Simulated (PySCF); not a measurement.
Geometry (Å), atoms numbered from 1 in this order:
```xyz
16

C    -1.5931   -1.9709    0.0683
O    -1.1358   -0.7906    0.6617
Si    0.3720   -0.1949    0.6583
O     0.9767   -0.1564   -0.8505
Si    1.2328    0.3200   -2.3779
Si   -0.0543    1.8841    1.5027
Cl    1.6557    2.9670    1.5114
H    -1.2956   -2.8351    0.6659
H    -1.1834   -2.0799   -0.9381
H    -2.6814   -1.9250    0.0154
H     1.3307   -1.1054    1.2952
H     0.9464    1.7512   -2.4615
H     0.3187   -0.4592   -3.2160
H     2.6323    0.0010   -2.6429
H    -1.0240    2.7287    0.7875
H    -0.5053    1.8743    2.8997
```

No solvent model, a single conformation, one averaged value for each set of equivalent atoms, non-relativistic. GIAO PBE0/pcSseg-1 shieldings; structure optimised with GFN2-xTB; PySCF 2.14.0 with density-fitted response routines.

δ = σ(ref) − σ, references computed at the same level: TMS for ¹³C, ¹H, ²⁹Si; ¹⁷O against H2O; ³⁵Cl against HCl.

```csv
atoms,nucleus,count,δ (ppm)
Cl7,³⁵Cl,1,-126
H15,¹H,1,5.23
H11,¹H,1,5.40
C1,¹³C,1,?
H16,¹H,1,?
O2,¹⁷O,1,?
Si6,²⁹Si,1,-48.5
H12/H13/H14,¹H,3,5.28
O4,¹⁷O,1,42.3
Si5,²⁹Si,1,-41.6
H8/H9/H10,¹H,3,?
Si3,²⁹Si,1,-28.8
```

Question: Estimate the values marked ?.

Answer: 
- C1: 52.7 ppm, methyl carbon bonded to O; deshielded by the electronegative neighbour
- H16: 4.94 ppm, hydrogen on a silicon bonded to Cl, Si
- H8/H9/H10: 3.93 ppm, hydrogen on a methyl carbon bonded to O; its carbon carries O, an electronegative neighbour
- O2: 42.5 ppm, oxygen bonded to C, Si

Shifts are as computed. Against solution values, carbons near 30 ppm lie about +3 ppm off and those near 130 ppm about +5 ppm. Of 1211 compounds with measured shifts, 218 miss one by over three times the rms of a fit or turn the order of signals round; such compounds aren't used in these exercises. Experimental scales use liquid or dissolved standards, which lie at an offset from isolated H2O (liquid H2O: subtract about 36 ppm).
